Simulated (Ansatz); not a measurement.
Consider the formal exchange of groups at the Si–N bond: `N[SiH2]N[SiH](N)O` + `[SiH3]Cl` → `N[SiH2][SiH2]Cl` + `N[SiH](N)O`.

Computed with Ansatz on PBE0-D4/def2-TZVP structures; ΔE is electronic, products minus reactants. CCSD(T)/CBS is the MP2 limit (def2-TZVPP, def2-QZVPP) plus CCSD(T) − MP2 in def2-TZVPP, frozen cores. This one scheme is used for every species. DFT in def2-TZVPP. B3LYP here is the variant with VWN-RPA as its local correlation; programs differ in this. One conformer a species, not always the lowest.

| level | ΔE (kJ/mol) | difference from CCSD(T)/CBS |
| --- | --- | --- |
| PBE-D4 | 70.2 | -16.1 |
| r2SCAN-D4 | 83.0 | -3.3 |
| PBE0-D4 | 75.1 | -11.2 |
| B3LYP-D4 | 84.9 | -1.4 |
| ωB97X-V | 83.4 | -2.9 |
| ωB97M-V | 90.1 | 3.8 |
| B2PLYP | 87.2 | 0.9 |
| PBE | 67.0 | -19.3 |
| r2SCAN | 81.9 | -4.4 |
| PBE0 | 72.3 | -14.0 |
| B3LYP | 80.0 | -6.3 |
| HF/def2-TZVPP | 90.1 | 3.8 |
| MP2/def2-TZVPP | 96.0 | 9.7 |
| SCS-MP2/def2-TZVPP | 95.1 | 8.8 |
| CCSD/def2-TZVPP | 88.9 | 2.6 |
| CCSD(T)/def2-TZVPP | 89.8 | 3.5 |
| HF/def2-QZVPP | 90.7 | 4.4 |
| MP2/def2-QZVPP | 94.3 | 8.0 |
| SCS-MP2/def2-QZVPP | 93.3 | 7.0 |
| HF/CBS(def2) | 90.8 | 4.5 |
| MP2/CBS(def2) | 92.6 | 6.3 |
| CCSD/CBS(def2) | 85.4 | -0.9 |
| CCSD(T)/CBS | 86.3 | 0 |

Largest T1 diagnostic among the species: 0.011.

From PBE to PBE0 (25 % exact exchange), in def2-TZVPP and without D4, ΔE moves by +5.3 kJ/mol. The D4 term adds +4.8 kJ/mol with B3LYP and +2.7 kJ/mol with PBE0; it sums over pairs of atoms, weighted by their polarisabilities, and B3LYP, whose exchange is more repulsive, gets the larger term.
